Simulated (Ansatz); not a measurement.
Geometry optimisation, RKS B3LYP-D4/def2-SVP in Ansatz.

Input:

```yaml
crystal:
  periodic: [false, false, false]
  atoms:
    - { symbol: Si, position_ang: [-0.89662, -0.524915, -0.573228] }
    - { symbol: H, position_ang: [1.21091, -1.362227, 0.943612] }
    - { symbol: Cl, position_ang: [0.18497, -2.040729, -1.489805] }
    - { symbol: Cl, position_ang: [-1.936524, -1.336599, 1.021633] }
    - { symbol: Cl, position_ang: [-2.29648, 0.12221, -1.959194] }
    - { symbol: H, position_ang: [1.346655, -0.910187, 1.462163] }
    - { symbol: Si, position_ang: [0.394782, 1.219981, 0.05472] }
    - { symbol: H, position_ang: [-0.180794, 2.453109, -0.555156] }
    - { symbol: H, position_ang: [1.783808, 1.021879, -0.441999] }
    - { symbol: H, position_ang: [0.389291, 1.357477, 1.537055] }
basis:
  gaussian: { orbitals: def2-SVP }
hamiltonian:
  xc: b3lyp
  dispersion: d4
relax:
  f_tol: 0.03
  max_steps: 50
```

Launched with:

```bash
$ ansatz run input.yaml --threads 2 --pin off --max-ram 3072MiB --backend cpu --events-out ev --progress --plain --runs-dir out
```

Task: Where does it end, and by what steps?

Result: It converged. The force dipped under the threshold on the way, but the program's further checks kept it going. After 16 steps the energy has fallen by 0.276 eV; H6 moved furthest, 1.21 Å.

```csv
step,energy less start (eV),largest force component (eV/Å),accepted
0,0.0000,1.922,yes
1,-0.1848,0.188,yes
2,-0.2154,0.138,yes
3,-0.1788,0.690,no
4,-0.2211,0.095,yes
5,-0.2268,0.018,yes
6,-0.2317,0.155,yes
7,-0.2357,0.176,yes
8,-0.2414,0.296,yes
9,-0.2448,0.267,yes
10,-0.2678,0.066,yes
11,-0.2727,0.020,yes
12,-0.2715,0.268,no
13,-0.2750,0.055,yes
14,-0.2750,0.125,yes
15,-0.2756,0.040,yes
16,-0.2759,0.002,yes
```

```xyz
10
Properties=species:S:1:pos:R:3
Si -1.062 -0.401 -0.742
H 1.650 -1.851 1.496
Cl 0.115 -2.078 -1.063
Cl -2.443 -0.845 0.733
Cl -2.079 0.017 -2.495
H 2.000 -1.663 2.145
Si 0.256 1.426 -0.113
H -0.634 2.608 0.057
H 1.254 1.681 -1.188
H 0.942 1.105 1.168
```

Time of the run: 62 s on 2 threads of Arm Neoverse V1, on a shared host, peak memory 0.3 GiB.
